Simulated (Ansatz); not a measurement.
`F[C]1(S)[NH][AlH]1` + H₂ → `F[CH]1[NH][AlH]1` + H₂S at 500 K and 1 bar (hydrogenolysis of a C–S bond).

Computed with Ansatz on PBE0-D4/def2-TZVP structures; ΔE is electronic, products minus reactants. CCSD(T)/CBS is the MP2 limit (def2-TZVPP, def2-QZVPP) plus CCSD(T) − MP2 in def2-TZVPP, frozen cores. This one scheme is used for every species. Each species was taken in one conformer, which may not be the lowest.

```
             species  CCSD(T)/CBS energy (Eh)  H − E (kJ/mol)  S (J/(mol·K))
`F[C]1(S)[NH][AlH]1`               -834.09202           147.1          388.6
                  H₂                 -1.17544            41.0          145.5
  `F[CH]1[NH][AlH]1`               -436.31417           139.9          334.5
                 H₂S               -398.97279            57.0          224.0
```

H − E and S are ideal-gas, rigid-rotor, harmonic terms from PBE0-D4/def2-TZVP, for one conformer and one mirror image of each species. The MP2-based limit puts H₂ 0.8 mEh under its directly extrapolated value; such offsets cancel only in part. 1 Eh = 2625.50 kJ/mol, R = 8.31446 J/(mol·K).

By hand: ΔE, ΔH, ΔS and ΔG.

ΔE = (-436.31417) + (-398.97279) − (-834.09202) − (-1.17544) = -0.01950 Eh = -51.2 kJ/mol. Δ(H − E) = 139.9 + 57.0 − 147.1 − 41.0 = 8.8, so ΔH = -42.4 kJ/mol. ΔS = 334.5 + 224.0 − 388.6 − 145.5 = 24.4 J/(mol·K). ΔG = -42.4 − 500 × (24.4)/1000 = -54.6 kJ/mol.

By hand: the equilibrium constant, and the temperature at which ΔG would vanish if ΔH and ΔS stayed fixed.

log₁₀ K = −ΔG/(RT ln 10) = 5.7. ΔH and −TΔS have one sign here, so there is no such temperature.

ΔH outweighs TΔS. A doubt of 5 kJ/mol in ΔE shifts log₁₀ K by 0.5 here. Other conformers and mirror images would add mixing entropy, several J/(mol·K) or more a flexible species. These are equilibria of isolated gas molecules and say nothing of rates. Largest T1 diagnostic: 0.015 (customary marks: 0.02 for closed shells, 0.045 for open ones).
